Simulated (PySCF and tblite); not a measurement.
# Conformers and averaged properties: C₇H₁₂GeN₂, numbered as in [CH3:1][CH:2]([CH3:3])[c:4]1[n:5][cH:6][cH:7][n:8][c:9]1[GeH3:10]

The ensemble was built from 60 distance-geometry starts (ETKDG and KDG, UFF, GFN2-xTB) and rests on GFN2-xTB geometries. Free energies are PBE0-D3(BJ)/6-31G* single points with GFN2-xTB rigid-rotor and vibrational terms (modes under about 100 cm⁻¹ blended into free rotors). Symmetry numbers and mirror images are counted. Conformers within 2.5 kcal/mol (GFN2-xTB free energy) were kept, 6 at most. GIAO shieldings: PBE0/6-31G*. Shifts are against TMS (¹H), TMS (¹³C), NH3 (¹⁵N) at the same level. (PySCF 2.14, tblite 0.8.)

Torsions listed: C1–C2–C4–N5. Of a mirror pair one member is shown.

```tsv
conformer	shape	symmetry	E(GFN2) kcal/mol	E(DFT) kcal/mol	G(298.15 K) kcal/mol	weight %	dipole D
1	43°	C1 (pair)	0.00	0.00	0.00	99.7	0.68
2	-105°	C1 (pair)	1.38	3.09	3.46	0.3	0.66
```

Weights (%) against temperature:

| T (K) | 1 | 2 | S(mix) cal/mol/K |
| --- | --- | --- | --- |
| 250 | 99.9 | 0.1 | 1.39 |
| 298.15 | 99.7 | 0.3 | 1.42 |
| 350 | 99.4 | 0.6 | 1.45 |

Averaged shifts at 298.15 K. ¹H: 8.62 (H7, 1H), 8.58 (H6, 1H), 4.44 (H10, 3H), 3.15 (H2, 1H), 1.40 (H1/H3, 6H) ppm. ¹³C: 160.5 (C4), 152.0 (C9), 138.2 (C6), 137.7 (C7), 38.3 (C2), 23.2 (C1/C3) ppm. ¹⁵N: 356.5 (N8), 311.9 (N5) ppm.

Coordinates of conformer 1 (Å):

```xyz
22

C    -1.722   -1.391    1.034
C    -1.189   -0.329    0.077
C    -1.618   -0.626   -1.362
C     0.310   -0.265    0.119
N     0.980   -1.410    0.135
C     2.301   -1.357    0.131
C     2.976   -0.147    0.102
N     2.315    1.000    0.084
C     0.987    0.959    0.096
Ge    0.178    2.737    0.080
H    -1.300   -2.359    0.778
H    -1.446   -1.153    2.058
H    -2.806   -1.446    0.968
H    -1.582    0.656    0.366
H    -1.243    0.142   -2.038
H    -1.219   -1.588   -1.674
H    -2.702   -0.654   -1.435
H     2.819   -2.308    0.149
H     4.056   -0.084    0.092
H    -0.781    2.909   -1.055
H    -0.597    3.000    1.332
H     1.274    3.733   -0.039
```

Coordinates of conformer 2 (Å):

```xyz
22

C    -1.576    0.617   -1.482
C    -1.356   -0.397   -0.357
C    -1.964    0.094    0.954
C     0.111   -0.713   -0.236
N     0.462   -1.901   -0.717
C     1.734   -2.255   -0.677
C     2.695   -1.408   -0.148
N     2.356   -0.223    0.331
C     1.077    0.146    0.300
Ge    0.960    1.912    1.140
H    -2.639    0.812   -1.605
H    -1.074    1.556   -1.254
H    -1.184    0.231   -2.421
H    -1.841   -1.337   -0.642
H    -3.047    0.132    0.865
H    -1.708   -0.580    1.770
H    -1.609    1.094    1.200
H     1.974   -3.231   -1.078
H     3.743   -1.669   -0.103
H     0.464    1.802    2.548
H     2.349    2.442    1.166
H     0.063    2.895    0.447
```

Spin–orbit effects of the heavy atoms on shieldings are missing. Unscaled ¹⁵N shifts at such levels can be off by tens of ppm; differences between conformers or isomers are more reliable. Shifts are unscaled: against experiment ¹³C can be off by 15 ppm or more and ¹H by 0.8 ppm.

Search and properties took 78 s on 1 thread of Arm Neoverse V1 (shared host) (rough), launched as `OMP_NUM_THREADS=1 python ens_run.py task.json out`.


¹⁵N shifts are against a computed isolated NH3 molecule, about 20 ppm from the liquid.